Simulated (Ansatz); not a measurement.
`O[B](F)[AlH][F]` and `OBB(O)F` differ in one atom or group.

Ansatz, PBE0-D4/def2-TZVP geometries, multiplicity 1. Each molecule was computed in one conformer, which needn't be the lowest.

```json
{"property": "ideal-gas entropy at 298 K and 1 bar (rigid rotor, harmonic PBE0-D4/def2-TZVP) / J/(mol·K)", "`O[B](F)[AlH][F]`": "339"}
{"property": "LUMO energy (PBE/def2-TZVPP) / eV", "`O[B](F)[AlH][F]`": "-2.89"}
{"property": "LUMO energy (B3LYP/def2-TZVPP) / eV", "`O[B](F)[AlH][F]`": "-2.33"}
{"property": "HOMO energy (PBE0/def2-TZVPP) / eV", "`O[B](F)[AlH][F]`": "-7.96"}
{"property": "size of the dipole moment (ωB97M-V/def2-TZVPP) / D", "`O[B](F)[AlH][F]`": "0.78"}
{"property": "HOMO energy (PBE/def2-TZVPP) / eV", "`O[B](F)[AlH][F]`": "-6.64"}
```

What does the change do to each property? (Best estimate.)

Computed: 
| property | `OBB(O)F` | shift |
| --- | --- | --- |
| ideal-gas entropy at 298 K and 1 bar (rigid rotor, harmonic PBE0-D4/def2-TZVP) / J/(mol·K) | 316 | -23 |
| LUMO energy (PBE/def2-TZVPP) / eV | -2.57 | 0.32 |
| LUMO energy (B3LYP/def2-TZVPP) / eV | -1.85 | 0.48 |
| HOMO energy (PBE0/def2-TZVPP) / eV | -8.21 | -0.25 |
| size of the dipole moment (ωB97M-V/def2-TZVPP) / D | 3.72 | 2.94 |
| HOMO energy (PBE/def2-TZVPP) / eV | -6.72 | -0.08 |

With PBE0 the HOMO falls by 0.25 eV and the LUMO rises by 0.50 eV, so the gap widens by about 0.75 eV. PBE moves the HOMO by -0.08 eV and ωB97M-V by -0.41 eV. The zero-point energy changes by 49.6 kJ/mol with +3 modes. Dipoles are sizes alone; their direction can turn.

B3LYP here is the variant with VWN-RPA as its local correlation; programs differ in this.
